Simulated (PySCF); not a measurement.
## Fe⁺: ionisation energy

Fe⁺ [Ar] 3d6 4s1 (6D) → Fe²⁺ [Ar] 3d6 (5D), as a difference of total energies. All numbers are calculated (PySCF 2.14, no relativity, point nucleus, in aug-cc-pVDZ). Correlated levels: valence: [Ar] frozen. The calculations carry no spin-orbit coupling.

```csv
method,ionisation energy (eV)
UHF,15.146
MP2 (valence),15.685
SCS-MP2 (valence),15.459
CCSD (valence),15.714
CCSD(T) (valence),15.740
```

Task: How much does correlation contribute at CCSD(T) (valence)?

Result: 15.740 − (15.146) = 0.594 eV, measured against UHF.

These non-relativistic numbers lack the scalar-relativistic shift.

The reference lies between the lowest fine-structure levels, while these numbers refer to the centres of the terms.

Errors of the correlated levels include the incompleteness of this basis and the frozen core.

For comparison: 16.199 eV (measured; NIST Atomic Spectra Database, ionization energies).
